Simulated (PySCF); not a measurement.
# What a mistake does to a calculation on AlBFH2N

All numbers below are calculated, not measured. The program is PySCF 2.14.0, an open-source quantum chemistry code, run on an isolated molecule that a program drew, which may never have been made. The molecule is AlBFH2N (charge 0, singlet), drawn as the SMILES string `B[N]=[Al][F]`.

Each row is a Hartree-Fock (HF) and frozen-core CCSD(T) single point in the cc-pV(D+d)Z basis, meant for a local HF minimum. Run 1 is clean. Each other run has one planted mistake out of seven kinds, and not every kind appears here: one electron removed, one electron added, multiplicity raised by two, geometry at a saddle point, minimal basis STO-3G, one bond length entered in bohr, all coordinates scaled. The reference is restricted for singlets and unrestricted otherwise, and also for a bond in bohr. Adding or removing an electron swaps singlet and doublet. Electrons count all cores. HOMO and LUMO are orbital energies over both spins, the gradient is its largest component, and the lowest frequency (negative if imaginary) is given only where the gradient is small. Bond lengths are over the 5 bonds as drawn. T1 is the CCSD diagnostic: over 0.02 (restricted) or 0.045 (unrestricted) a single reference is doubtful.

Geometry of the clean run:
```xyz
6
AlBFH2N, angstrom
B    -2.4641    2.1039   -2.1111
N    -1.5582    2.4264   -1.0990
Al   -0.5145    2.7980    0.0672
F     0.5432    3.1746    1.2488
H    -2.9261    0.9867   -2.2069
H    -2.8161    2.9311   -2.9251
```

| run | electrons | basis functions | <S^2> | HOMO (eV) | LUMO (eV) | gradient (hartree/bohr) | lowest frequency (cm^-1) | mean bond (Å) | longest bond (Å) | T1 | HF (hartree) | CCSD(T) (hartree) | mistake |
|---|---|---|---|---|---|---|---|---|---|---|---|---|---|
| 1 | 36 | 75 | 0.000 | -9.01 | 0.39 | 1.4e-05 | 110 | 1.4120 | 1.630 | 0.0183 | -421.70326 | -422.23112 | no fault |
| 2 | 36 | 75 | 1.122 | -7.89 | -0.74 | 2.3e-02 | - | 1.7020 | 3.080 | 0.0466 | -421.55177 | -422.03857 | one bond length entered in bohr |
| 3 | 36 | 75 | 0.000 | -8.93 | -0.20 | 4.7e-02 | - | 1.5264 | 1.762 | 0.0220 | -421.66357 | -422.20855 | all coordinates scaled |
| 4 | 36 | 26 | 0.000 | -5.14 | 7.73 | 2.7e-02 | - | 1.4120 | 1.630 | 0.0266 | -416.30600 | -416.50158 | minimal basis STO-3G |
| 5 | 35 | 75 | 0.765 | -17.45 | -6.20 | 6.9e-02 | - | 1.4120 | 1.630 | 0.0344 | -421.43557 | -421.92211 | ? |
| 6 | 36 | 75 | 2.017 | -6.72 | 0.28 | 1.0e-01 | - | 1.4120 | 1.630 | 0.0262 | -421.66244 | -422.15633 | ? |

**Which mistake was planted in run 5, and what did it cost?**

It counts 35 electrons, one fewer than the clean run, at the same geometry and basis. So the mistake is: one electron removed. Subtracting run 1 and multiplying by 627.51 kcal/mol a hartree, the energy moved by 168.0 kcal/mol in HF and 193.9 kcal/mol in CCSD(T).

**Which mistake was planted in run 6, and what did it cost?**

Electrons, basis and geometry are unchanged, and <S^2> is 2.017, beside S(S+1) = 2.00 for a multiplicity of 3. So the mistake is: multiplicity raised by two. Subtracting run 1 and multiplying by 627.51 kcal/mol a hartree, the energy moved by 25.6 kcal/mol in HF and 46.9 kcal/mol in CCSD(T).

Cautions from the logs. Run 2: T1 is over the limit, so its CCSD(T) energy is less reliable; run 3: T1 is over the limit, so its CCSD(T) energy is less reliable; run 4: T1 is over the limit, so its CCSD(T) energy is less reliable.
